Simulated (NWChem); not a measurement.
CBClF$_{4}$; SMILES FB(Cl)C(F)(F)F

```xyz
7

B      0.4947     0.5631    -0.0230
C     -0.1309    -0.9195    -0.0094
F     -1.1902    -1.0432    -0.8355
F     -0.5484    -1.2177     1.2467
F      0.7795    -1.8494    -0.3675
Cl    -0.5443     1.9637    -0.0060
F      1.7997     0.7012    -0.0135
```
Atoms are numbered in this order, from 1.

Program: NWChem. All runs use the structure optimised with B3LYP/6-31G* (spherical d). Total energies compare along this basis series because the functional is fixed.

```json
[
 {"level": "PBE0/def2-SVP", "basis functions": "102", "energy (Ha)": "-921.5330", "highest occupied level (eV)": "…", "orbital gap (eV)": "…", "dipole (D)": "…"},
 {"level": "PBE0/def2-SVPD", "basis functions": "159", "energy (Ha)": "-921.5663", "highest occupied level (eV)": "-10.18", "orbital gap (eV)": "8.05", "dipole (D)": "1.23"},
 {"level": "PBE0/def2-TZVP", "basis functions": "223", "energy (Ha)": "-922.2444", "highest occupied level (eV)": "-10.03", "orbital gap (eV)": "8.09", "dipole (D)": "1.20"},
 {"level": "PBE0/def2-TZVPP", "basis functions": "228", "energy (Ha)": "-922.2444", "highest occupied level (eV)": "-10.03", "orbital gap (eV)": "8.09", "dipole (D)": "1.21"}
]
```

Complete the blanks.


- PBE0/def2-SVP, highest occupied level (eV): -9.90
- PBE0/def2-SVP, orbital gap (eV): 8.15
- PBE0/def2-SVP, dipole (D): 1.14
